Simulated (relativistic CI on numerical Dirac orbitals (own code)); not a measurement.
## Electric-dipole lines of W50+

These numbers are calculated, not measured: Dirac-Coulomb-Breit CI, orbitals from a KLI potential per configuration, model QED, unscaled Slater integrals (own radial code, finite nucleus).

Configurations in the expansion (outside the closed core [Ne]): 3s2 3p6 3d6, 3s2 3p5 3d7, 3s2 3p4 3d8, 3s 3p6 3d7, 3p6 3d8, 3s 3p5 3d8, 3s2 3p6 3d5 4s, 3s2 3p6 3d5 4p, 3s2 3p4 3d7 4s, 3s2 3p6 3d5 4d, 3s2 3p5 3d6 4s, 3s2 3p6 3d5 4f, 3s2 3p6 3d4 4s2, 3s 3p6 3d6 4s, 3p6 3d7 4s, 3p6 3d7 4p. Levels of other configurations are missing.

```csv
λ vac (Å),Lower,Upper,A (s⁻¹),gf,Branching (%)
17.835,3s2 3p6 3d6 3H_4 [18],3s2 3p5 3d7 3F°_4 [127],1.63e+12,7.01e-01,23.9
17.935,3s2 3p6 3d6 1I_6 [21],3s2 3p5 3d7 3G°_5 [131],5.20e+12,2.76e+00,66.6
17.949,3s2 3p6 3d6 3H_5 [20],3s2 3p5 3d7 3F°_4 [127],3.13e+12,1.36e+00,45.8
18.161,3s2 3p6 3d6 1G_4 [24],3s2 3p5 3d7 3D°_3 [130],3.43e+12,1.19e+00,49.3
18.167,3s2 3p6 3d6 3D_3 [10],3s2 3p5 3d7 3D°_2 [110],3.40e+12,8.40e-01,50.0
18.194,3s2 3p6 3d6 1G_4 [31],3s2 3p5 3d7 3F°_3 [157],4.38e+12,1.52e+00,77.9
18.206,3s2 3p6 3d6 3G_5 [7],3s2 3p5 3d7 3G°_5 [108],1.81e+12,9.87e-01,24.7
18.207,3s2 3p6 3d6 3H_6 [8],3s2 3p5 3d7 3G°_5 [108],4.96e+12,2.71e+00,67.9
18.214,3s2 3p6 3d6 1G_4 [31],3s2 3p5 3d7 1G°_4 [156],4.32e+12,1.93e+00,79.8
18.275,3s2 3p6 3d6 5D_3 [4],3s2 3p5 3d7 3F°_4 [107],1.50e+12,6.76e-01,24.8
18.305,3s2 3p6 3d6 1G_4 [12],3s2 3p5 3d7 3D°_3 [112],4.46e+12,1.57e+00,64.9
18.313,3s2 3p6 3d6 3F_4 [27],3s2 3p5 3d7 1F°_3 [134],2.72e+12,9.58e-01,36.6
18.318,3s2 3p6 3d6 5D_4 [5],3s2 3p5 3d7 3F°_4 [107],1.95e+12,8.82e-01,32.2
18.542,3s2 3p6 3d6 3G_5 [7],3s2 3p5 3d7 3F°_4 [107],1.96e+12,9.08e-01,32.4
18.670,3s2 3p6 3d6 1I_6 [21],3s2 3p5 3d7 1I°_6 [121],2.26e+12,1.53e+00,82.1
21.764,3s2 3p5 3d7 5G°_6 [35],3s 3p6 3d7 5F_5 [180],3.23e+12,2.52e+00,65.7
21.778,3s2 3p5 3d7 3H°_6 [48],3s 3p6 3d7 3G_5 [196],2.71e+12,2.12e+00,60.7
21.785,3s2 3p5 3d7 3F°_4 [39],3s 3p6 3d7 3D_3 [185],2.76e+12,1.37e+00,57.0
21.803,3s2 3p5 3d7 5G°_5 [47],3s 3p6 3d7 5F_4 [194],2.73e+12,1.75e+00,59.4
22.055,3s2 3p5 3d7 3I°_7 [54],3s 3p6 3d7 3H_6 [199],1.90e+12,1.80e+00,48.5
27.631,3s2 3p6 3d6 5D_4 [5],3s2 3p5 3d7 3F°_3 [69],1.47e+12,1.18e+00,68.0
27.733,3s2 3p6 3d6 3P_2 [2],3s2 3p5 3d7 3P°_1 [46],1.23e+12,4.25e-01,60.0
27.887,3s2 3p6 3d6 5D_3 [4],3s2 3p5 3d7 5D°_2 [67],8.31e+11,4.84e-01,46.3
27.913,3s2 3p6 3d6 3G_5 [7],3s2 3p5 3d7 3F°_4 [71],1.78e+12,1.87e+00,78.9
27.948,3s2 3p6 3d6 5D_4 [5],3s2 3p5 3d7 3G°_3 [68],5.36e+11,4.39e-01,39.8
27.955,3s2 3p6 3d6 3F_4 [1],3s2 3p5 3d7 3D°_3 [44],1.98e+12,1.62e+00,91.7
28.094,3s2 3p6 3d6 3H_6 [8],3s2 3p5 3d7 3G°_5 [70],1.56e+12,2.03e+00,76.5
28.146,3s2 3p6 3d6 3H_4 [18],3s2 3p5 3d7 3G°_3 [94],1.29e+12,1.07e+00,65.0
28.387,3s2 3p6 3d6 3P_2 [2],3s2 3p5 3d7 3D°_1 [45],6.98e+11,2.53e-01,70.7
28.584,3s2 3p6 3d6 1I_6 [21],3s2 3p5 3d7 1H°_5 [96],1.52e+12,2.05e+00,80.7
28.648,3s2 3p6 3d6 3F_4 [27],3s2 3p5 3d7 3D°_3 [101],1.35e+12,1.16e+00,77.1
28.667,3s2 3p6 3d6 3F_3 [15],3s2 3p5 3d7 3D°_2 [80],1.21e+12,7.43e-01,63.9
28.696,3s2 3p6 3d6 1G_4 [12],3s2 3p5 3d7 3F°_3 [78],7.51e+11,6.49e-01,65.9
28.722,3s2 3p6 3d6 3F_4 [1],3s2 3p5 3d7 3F°_4 [43],1.57e+12,1.75e+00,98.4
28.744,3s2 3p6 3d6 3H_5 [20],3s2 3p5 3d7 3G°_4 [92],1.15e+12,1.28e+00,70.9
28.882,3s2 3p6 3d6 3P_0 [3],3s2 3p5 3d7 3P°_1 [46],7.92e+11,2.97e-01,38.7
28.992,3s2 3p6 3d6 1G_4 [12],3s2 3p5 3d7 1G°_4 [75],8.37e+11,9.49e-01,64.3
29.183,3s2 3p5 3d7 3F°_4 [43],3s2 3p4 3d8 3F_4 [140],1.73e+12,1.99e+00,57.3
29.257,3s2 3p6 3d6 3P_2 [2],3s2 3p5 3d7 3D°_3 [42],5.17e+11,4.64e-01,91.9
29.308,3s2 3p6 3d6 5D_3 [4],3s2 3p5 3d7 3F°_3 [58],9.03e+11,8.14e-01,83.9
29.464,3s2 3p6 3d6 3H_6 [8],3s2 3p5 3d7 3H°_6 [62],1.05e+12,1.77e+00,95.4
29.594,3s2 3p6 3d6 5D_4 [5],3s2 3p5 3d7 3F°_4 [57],7.16e+11,8.46e-01,79.0
29.708,3s2 3p6 3d6 3P_2 [2],3s2 3p5 3d7 3P°_2 [41],9.34e+11,6.18e-01,97.0
30.209,3s2 3p6 3d6 3G_5 [7],3s2 3p5 3d7 3H°_5 [56],4.02e+11,6.05e-01,60.6
31.214,3s2 3p6 3d6 3F_4 [1],3s2 3p5 3d7 3G°_5 [37],2.90e+11,4.66e-01,90.9
```

Terms are leading LS components. Brackets give the number of a level in order of energy, since labels repeat. The list gives strong lines, with weight on those to low levels, without lines whose two gauges differ by over a factor of 2.5, among the lowest 200 of 2618 levels, so that lines to higher ones, which can be the strongest, are missing. Levels whose partners in the same complex of configurations lie outside the list can be far off, and so can their lines. Rates are taken at the computed energies, electric ones in the length gauge.

At this charge energies of transitions that change n are usually good to better than 1 %, and those within a shell (Δn = 0) to a few per cent.

LS names give the leading component of a level, which can be under half, so a name can repeat, a term be missing and a line seem to break the LS rules.
